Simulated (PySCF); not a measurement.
Record of a relaxation.

Species: C2H8SSiTe.
Atom-mapped SMILES: `[CH3:1][S:2][SiH2:3][Te:4][CH3:5]` (hydrogens: H6, H7, H8 on C1; H9, H10 on Si3; H11, H12, H13 on C5)

Computed by this run: PBE0-D3(BJ)/def2-SVP geometry optimisation, gas phase, def2 core potentials past Kr (PySCF 2.14.0); density fitting, grid level 1; the optimiser is geomeTRIC in internal coordinates, started from a GFN2-xTB structure with every atom displaced at random (about 0.01 Å). The frame can shift and turn from step to step; on so coarse a grid that alone can change the energy by a few meV, and forces under 0.02 eV/Å are noise.

Step 0: E = -28194.9653 eV, largest atomic force 1.915 eV/Å
```
atom  x, y, z in Å  |  force x, y, z in eV/Å
C1     -2.738   -0.345    0.252   -0.449   1.446  -1.173
S2     -1.980   -1.057   -1.222    0.090  -0.445  -0.181
Si3    -0.018   -0.241   -1.065   -0.658  -0.308   0.788
Te4     1.027   -0.811    1.149   -0.478  -0.322  -0.092
C5      2.755    0.348    0.716   -0.180   0.960   0.481
H6     -2.272   -0.680    1.144    0.573  -0.466   1.208
H7     -3.788   -0.635    0.239   -0.303  -0.122   0.060
H8     -2.683    0.768    0.187   -0.094  -0.520   0.213
H9      0.674   -0.814   -2.188    0.647  -0.394  -0.801
H10    -0.119    1.208   -1.225    0.170   0.743   0.028
H11     3.366    0.364    1.623    0.087   0.047   0.151
H12     3.323   -0.087   -0.080    0.487  -0.434  -0.757
H13     2.458    1.380    0.459    0.109  -0.185   0.075
```

Step 1: E = -28195.1047 eV, largest atomic force 0.487 eV/Å
```
atom  x, y, z in Å  |  force x, y, z in eV/Å
C1     -2.758   -0.269    0.237    0.177  -0.280   0.358
S2     -2.021   -1.185   -1.158    0.004   0.068  -0.042
Si3    -0.044   -0.378   -1.151    0.164  -0.011   0.082
Te4     1.136   -1.014    0.970   -0.021   0.014  -0.027
C5      2.836    0.271    0.565    0.061  -0.138  -0.113
H6     -2.306   -0.585    1.199   -0.137   0.129  -0.285
H7     -3.826   -0.526    0.250    0.011   0.031  -0.028
H8     -2.643    0.813    0.115   -0.023   0.110  -0.034
H9      0.660   -0.951   -2.338   -0.100   0.003  -0.016
H10    -0.032    1.120   -1.250   -0.041  -0.062  -0.012
H11     3.439    0.302    1.480   -0.005   0.012   0.034
H12     3.432   -0.161   -0.254   -0.070   0.079   0.084
H13     2.495    1.280    0.310   -0.022   0.045  -0.001
```

Step 2: E = -28195.1146 eV, largest atomic force 0.078 eV/Å
```
atom  x, y, z in Å  |  force x, y, z in eV/Å
C1     -2.728   -0.255    0.245    0.031  -0.033   0.058
S2     -2.022   -1.180   -1.159   -0.024   0.021  -0.009
Si3    -0.034   -0.407   -1.166    0.067  -0.026   0.029
Te4     1.148   -1.068    0.940   -0.006  -0.010  -0.020
C5      2.810    0.274    0.574    0.008   0.005   0.006
H6     -2.269   -0.561    1.197   -0.005   0.021  -0.042
H7     -3.798   -0.498    0.270   -0.008   0.012  -0.006
H8     -2.608    0.830    0.111   -0.019  -0.002  -0.012
H9      0.628   -0.977   -2.375   -0.043  -0.008  -0.018
H10    -0.022    1.088   -1.255    0.007   0.001   0.000
H11     3.408    0.298    1.494   -0.003   0.006   0.001
H12     3.419   -0.108   -0.254   -0.003   0.014   0.005
H13     2.436    1.281    0.351   -0.003  -0.002   0.008
```

Step 3: E = -28195.1218 eV, largest atomic force 0.217 eV/Å
```
atom  x, y, z in Å  |  force x, y, z in eV/Å
C1     -2.685   -0.226    0.257   -0.091   0.114  -0.161
S2     -2.034   -1.173   -1.158   -0.024  -0.015   0.011
Si3    -0.024   -0.461   -1.201   -0.040  -0.010  -0.022
Te4     1.181   -1.164    0.873    0.038  -0.002  -0.016
C5      2.769    0.285    0.597   -0.056   0.072   0.086
H6     -2.201   -0.518    1.194    0.083  -0.053   0.129
H7     -3.757   -0.454    0.316   -0.003  -0.018   0.015
H8     -2.563    0.856    0.100   -0.001  -0.041   0.005
H9      0.571   -1.028   -2.445    0.005  -0.019  -0.007
H10     0.012    1.034   -1.271    0.049   0.030   0.011
H11     3.359    0.290    1.523    0.002  -0.010  -0.012
H12     3.402   -0.005   -0.247    0.035  -0.027  -0.040
H13     2.336    1.281    0.436    0.003  -0.021   0.000
```

Step 4: E = -28195.1279 eV, largest atomic force 0.268 eV/Å
```
atom  x, y, z in Å  |  force x, y, z in eV/Å
C1     -2.632   -0.195    0.270   -0.119   0.141  -0.194
S2     -2.047   -1.165   -1.158   -0.015  -0.015   0.008
Si3    -0.016   -0.514   -1.250   -0.098   0.010  -0.041
Te4     1.218   -1.258    0.790    0.035  -0.021  -0.006
C5      2.714    0.300    0.629   -0.066   0.079   0.095
H6     -2.106   -0.473    1.187    0.095  -0.061   0.147
H7     -3.702   -0.417    0.378    0.004  -0.030   0.026
H8     -2.518    0.884    0.088    0.010  -0.050   0.013
H9      0.510   -1.086   -2.523    0.031  -0.023   0.006
H10     0.064    0.980   -1.303    0.058   0.027   0.012
H11     3.294    0.280    1.561    0.007  -0.010  -0.017
H12     3.371    0.110   -0.225    0.043  -0.025  -0.042
H13     2.217    1.274    0.530    0.015  -0.021  -0.007
```

Step 5: E = -28195.1342 eV, largest atomic force 0.155 eV/Å
```
atom  x, y, z in Å  |  force x, y, z in eV/Å
C1     -2.548   -0.151    0.288   -0.079   0.077  -0.109
S2     -2.067   -1.138   -1.167   -0.003   0.020  -0.006
Si3    -0.011   -0.580   -1.333   -0.107   0.028  -0.024
Te4     1.264   -1.373    0.666    0.054  -0.015  -0.008
C5      2.619    0.316    0.682   -0.053   0.042   0.052
H6     -1.946   -0.416    1.165    0.053  -0.037   0.078
H7     -3.604   -0.377    0.484    0.009  -0.027   0.025
H8     -2.452    0.925    0.082    0.010  -0.030   0.010
H9      0.428   -1.169   -2.631    0.043  -0.028   0.021
H10     0.153    0.909   -1.374    0.032   0.006   0.001
H11     3.184    0.261    1.622    0.002  -0.010  -0.007
H12     3.307    0.264   -0.169    0.024  -0.017  -0.024
H13     2.040    1.248    0.657    0.015  -0.010  -0.008
```

Step 6: E = -28195.1379 eV, largest atomic force 0.075 eV/Å
```
atom  x, y, z in Å  |  force x, y, z in eV/Å
C1     -2.464   -0.114    0.309    0.003  -0.012  -0.005
S2     -2.085   -1.091   -1.180    0.023   0.054  -0.022
Si3    -0.010   -0.626   -1.414   -0.068   0.025   0.019
Te4     1.306   -1.454    0.550    0.024  -0.035  -0.009
C5      2.522    0.329    0.729   -0.011   0.011  -0.008
H6     -1.790   -0.383    1.136   -0.007  -0.004   0.001
H7     -3.498   -0.354    0.590    0.008  -0.011   0.010
H8     -2.390    0.963    0.104    0.001   0.000   0.004
H9      0.361   -1.249   -2.717    0.031  -0.025   0.025
H10     0.241    0.851   -1.463   -0.005  -0.004  -0.013
H11     3.069    0.242    1.677   -0.005   0.000   0.001
H12     3.232    0.392   -0.104   -0.004  -0.006   0.000
H13     1.873    1.213    0.756    0.011   0.006  -0.002
```

Step 7: E = -28195.1403 eV, largest atomic force 0.112 eV/Å
```
atom  x, y, z in Å  |  force x, y, z in eV/Å
C1     -2.412   -0.095    0.326    0.058  -0.072   0.064
S2     -2.097   -1.031   -1.203    0.027   0.046  -0.028
Si3    -0.010   -0.642   -1.459   -0.008   0.014   0.035
Te4     1.316   -1.489    0.494    0.010  -0.030  -0.008
C5      2.458    0.334    0.751    0.024  -0.015  -0.040
H6     -1.703   -0.393    1.116   -0.050   0.028  -0.046
H7     -3.433   -0.344    0.647   -0.002   0.008  -0.005
H8     -2.343    0.987    0.150   -0.007   0.023   0.001
H9      0.335   -1.304   -2.750    0.004  -0.009   0.015
H10     0.307    0.822   -1.529   -0.023  -0.008  -0.017
H11     2.990    0.236    1.706   -0.006   0.006   0.009
H12     3.181    0.446   -0.066   -0.022  -0.002   0.016
H13     1.778    1.193    0.790   -0.004   0.011   0.004
```

Step 8: E = -28195.1413 eV, largest atomic force 0.106 eV/Å
```
atom  x, y, z in Å  |  force x, y, z in eV/Å
C1     -2.366   -0.074    0.343    0.059  -0.064   0.059
S2     -2.099   -0.964   -1.222    0.007   0.021  -0.014
Si3    -0.003   -0.654   -1.495    0.034  -0.001   0.036
Te4     1.335   -1.526    0.440   -0.004  -0.012  -0.013
C5      2.397    0.332    0.768    0.031  -0.011  -0.031
H6     -1.634   -0.400    1.102   -0.046   0.026  -0.043
H7     -3.376   -0.333    0.688   -0.007   0.015  -0.011
H8     -2.298    1.012    0.200   -0.009   0.020   0.000
H9      0.310   -1.353   -2.774   -0.013   0.003   0.000
H10     0.371    0.794   -1.590   -0.022  -0.005  -0.010
H11     2.917    0.229    1.729   -0.005   0.006   0.008
H12     3.128    0.494   -0.033   -0.019  -0.001   0.013
H13     1.685    1.164    0.818   -0.008   0.003   0.006
```

Step 9: E = -28195.1415 eV, largest atomic force 0.041 eV/Å
```
atom  x, y, z in Å  |  force x, y, z in eV/Å
C1     -2.348   -0.065    0.350    0.026  -0.023   0.020
S2     -2.096   -0.937   -1.227   -0.006   0.002  -0.003
Si3     0.003   -0.660   -1.507    0.026  -0.004   0.017
Te4     1.351   -1.546    0.414   -0.003   0.002  -0.007
C5      2.375    0.329    0.774    0.013  -0.004  -0.009
H6     -1.615   -0.402    1.100   -0.017   0.007  -0.015
H7     -3.358   -0.322    0.697   -0.005   0.010  -0.007
H8     -2.278    1.024    0.219   -0.002   0.007   0.001
H9      0.296   -1.370   -2.784   -0.010   0.004  -0.005
H10     0.394    0.782   -1.612   -0.010   0.001  -0.002
H11     2.892    0.224    1.737   -0.002   0.000   0.003
H12     3.105    0.517   -0.022   -0.007  -0.001   0.003
H13     1.646    1.145    0.833   -0.004  -0.002   0.004
```

Step 10: E = -28195.1415 eV, largest atomic force under 0.02 eV/Å
```
atom  x, y, z in Å  |  force x, y, z in eV/Å
C1     -2.335   -0.059    0.354   -0.004   0.007  -0.009
S2     -2.094   -0.926   -1.227   -0.007  -0.007   0.003
Si3     0.006   -0.665   -1.514    0.005   0.001  -0.002
Te4     1.364   -1.558    0.395    0.002   0.000  -0.002
C5      2.361    0.326    0.779   -0.004   0.003   0.005
H6     -1.604   -0.404    1.101    0.003  -0.007   0.006
H7     -3.346   -0.308    0.701   -0.002   0.003  -0.001
H8     -2.258    1.030    0.227    0.004  -0.002   0.003
H9      0.284   -1.377   -2.793   -0.001   0.002  -0.003
H10     0.402    0.775   -1.623    0.000   0.003   0.002
H11     2.878    0.219    1.741    0.000  -0.003  -0.001
H12     3.088    0.535   -0.015    0.002   0.000  -0.003
H13     1.619    1.131    0.847    0.001  -0.002   0.002
```

Q: Summarise the path.

A: The energy falls by 17.00 kJ/mol from step 0 to step 10; nine tenths of that is first reached at step 4. It falls at every step. The largest force goes from 1.915 to under 0.02 eV/Å. Among the bonds Si3–H9 changes most, from 1.439 to 1.491 Å; the atoms move by 0.690 Å rms after alignment.

What follows is the cost of the whole optimisation. Time: 1.7 min of wall time; peak memory 0.56 GiB. Hardware: one thread of an Arm Neoverse V2, no GPU, on a shared host.
